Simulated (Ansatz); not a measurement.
Gas-phase electronic energies from Ansatz, PBE0-D4/def2-TZVP geometries. CCSD(T)/CBS adds triple-zeta CCSD(T) − MP2 to the extrapolated MP2 energy (def2 sets, frozen cores). DFT in def2-TZVPP. B3LYP here is the variant with VWN-RPA as its local correlation; programs differ in this. For Ga outer-core shells are correlated without core-valence functions, which leaves a few kJ/mol of doubt a bond. Scalar relativity is left out up to krypton. One conformer a species, not always the lowest.

`[SiH3]OC1=CS1` + `[CH3][Ga]([CH3])[OH]` → `[CH3][Ga]([CH3])[O][SiH3]` + `OC1=CS1`  (ligand exchange at the Si–O bond)

```
             level  ΔE (kJ/mol)  difference from CCSD(T)/CBS
            PBE-D4        -10.8                          1.0
         r2SCAN-D4        -14.0                         -2.2
           PBE0-D4        -15.0                         -3.2
          B3LYP-D4        -13.0                         -1.2
           ωB97X-V        -14.7                         -2.9
           ωB97M-V        -14.5                         -2.7
            B2PLYP        -12.5                         -0.7
               PBE        -10.8                          1.0
            r2SCAN        -13.8                         -2.0
              PBE0        -14.9                         -3.1
             B3LYP        -13.1                         -1.3
     HF/def2-TZVPP        -22.8                        -11.0
    MP2/def2-TZVPP        -11.3                          0.5
SCS-MP2/def2-TZVPP        -13.0                         -1.2
   CCSD/def2-TZVPP        -15.6                         -3.8
CCSD(T)/def2-TZVPP        -13.6                         -1.8
     HF/def2-QZVPP        -22.8                        -11.0
    MP2/def2-QZVPP        -10.3                          1.5
SCS-MP2/def2-QZVPP        -12.1                         -0.3
      HF/CBS(def2)        -22.8                        -11.0
     MP2/CBS(def2)         -9.5                          2.3
    CCSD/CBS(def2)        -13.8                         -2.0
       CCSD(T)/CBS        -11.8                            0
```

Largest T1 diagnostic among the species: 0.013.

In def2-TZVPP, CCSD(T) changes the Hartree–Fock value by +9.2 kJ/mol (the triples alone add +2.0 kJ/mol) and MP2 by +11.5 kJ/mol. From PBE to PBE0 (25 % exact exchange), in def2-TZVPP and without D4, ΔE moves by −4.1 kJ/mol.
